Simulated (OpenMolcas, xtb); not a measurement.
**CHClFNSi (SMILES FC1=N[SiH]1Cl): methods side by side**

CHClFNSi has 6 atoms, charge 0, and is taken as a singlet. As SMILES, `FC1=N[SiH]1Cl`. Geometry: relaxed at PBE0-D4/def2-TZVP.

Each level gives the vertical energy of the triplet above the singlet (eV). The values are calculated.

```tsv
level	kind	program	value (eV)	less CCSD(T)/6-31G*	CPU time (all runs)
GFN1-xTB	semi-empirical	xtb	2.96	-1.66	under 2 s
HF/6-31G* (spherical functions)	Hartree–Fock	OpenMolcas	3.87	-0.75	23 s
SVWN5/6-31G* (spherical functions)	LDA	OpenMolcas	4.30	-0.32	67 s
PBE/6-31G* (spherical functions)	GGA	OpenMolcas	4.22	-0.40	94 s
revPBE/6-31G* (spherical functions)	GGA	OpenMolcas	4.22	-0.40	1.8 min
r2SCAN/6-31G* (spherical functions)	meta-GGA	OpenMolcas	4.18	-0.44	2.1 min
B3LYP/6-31G* (spherical functions)	global hybrid	OpenMolcas	4.29	-0.33	94 s
M06-2X/6-31G* (spherical functions)	hybrid meta-GGA	OpenMolcas	4.44	-0.18	2 min
CCSD(T)/6-31G* (spherical functions), open shells restricted	coupled cluster or CI	OpenMolcas	4.62	0.00	2.5 min
```

CCSD(T)/6-31G* (spherical functions), open shells restricted is the highest level here, not the true value. The values span 2.96 to 4.62 eV. The xTB rows lack spin polarisation, so open shells miss the exchange term that lowers them. CPU times are rough (shared hosts, several kinds of processor): they show what a rung costs within a factor of a few.
